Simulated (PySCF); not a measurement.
SnClI3, SMILES [Cl][Sn]([I])([I])[I].

Geometry: B3LYP-D3(BJ)/def2-SVP. The def2 effective core potentials stand for the cores of I, Sn; spin–orbit coupling is left out.

Computed with TDDFT-CAM-B3LYP/def2-SVPD in PySCF.

Vertical excitations; the highest root listed may be one member of a degenerate set.  State labels are in the subgroup Cs.

**Question.** Give excitation energies, oscillator strengths and character. (Estimate from the structure and the level; the computed values follow.)

**Answer.** 
| state | symmetry | energy (eV) | λ (nm) | f | main pairs |
|---|---|---|---|---|---|
| S1 | A" | 3.17 | 392 | 0.000 | HOMO→LUMO 97 % |
| S2 | A' | 3.31 | 375 | 0.007 | HOMO−2→LUMO (degenerate set) |
| S3 | A" | 3.31 | 375 | 0.007 | HOMO−1→LUMO (degenerate set) |
| S4 | A" | 3.62 | 342 | 0.026 | HOMO−3→LUMO (degenerate set) |
| S5 | A' | 3.62 | 342 | 0.026 | HOMO−4→LUMO (degenerate set) |
| S6 | A' | 3.67 | 338 | 0.020 | HOMO−5→LUMO 95 % |
| S7 | A" | 4.71 | 263 | 0.088 | HOMO−6→LUMO (degenerate set) |
| S8 | A' | 4.71 | 263 | 0.088 | HOMO−7→LUMO (degenerate set) |
| T1 | A" | 2.82 | 439 | 0 | HOMO→LUMO 94 % |
| T2 | A' | 2.93 | 423 | 0 | HOMO−2→LUMO (degenerate set) |
| T3 | A" | 2.93 | 423 | 0 | HOMO−1→LUMO (degenerate set) |
| T4 | A" | 3.18 | 390 | 0 | HOMO−3→LUMO 93 % |
Triplets are in the Tamm–Dancoff approximation, which puts them higher than full response would, so one can lie above its singlet here.
